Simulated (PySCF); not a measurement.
A structure optimised at B3LYP-D3(BJ)/def2-SVP, used in a PySCF frequency run:

```xyz
12

B     -0.8022     0.4005     0.0000
H     -1.9253     0.8495     0.0000
O      0.2902     1.1937     0.0000
C      0.2204     2.6056     0.0000
H     -0.8230     2.9627     0.0000
H      0.7332     2.9969    -0.8933
H      0.7332     2.9969     0.8933
S     -0.6324    -1.3925     0.0000
C      1.1869    -1.6157     0.0000
H      1.6320    -1.1607     0.8948
H      1.3828    -2.6960     0.0000
H      1.6320    -1.1607    -0.8948
```
Charge 0, spin multiplicity 1.

### Question
Write its SMILES, formula and point group.

### Answer
COBSC, C₂H₇BOS, Cs

### Question
What are its rotational constants (standard atomic weights)?

### Answer
9.3190, 2.1009, 1.7527 GHz
